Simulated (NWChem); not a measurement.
Molecule: InH3Se; SMILES [SeH][InH2]

All runs: NWChem. This build's default masses of Se (78.918 u) and Br (79.917 u) are each other's, which moves their modes by up to 0.6 %. def2 effective core potentials on In; no spin-orbit coupling. The level has its own optimisation; frequencies are unscaled.

Task: What does the run give for BLYP/def2-SVP (core potentials)? Quantities: r H–In (Å); r In–Se (Å); r H–Se (Å); highest harmonic frequency (cm⁻¹); lowest (cm⁻¹); zero-point energy (kcal/mol).

Result: 
- r H–In (Å) = 1.743
- r In–Se (Å) = 2.575
- r H–Se (Å) = 1.490
- highest harmonic frequency (cm⁻¹) = 2326
- lowest (cm⁻¹) = 221
- zero-point energy (kcal/mol) = 11.7
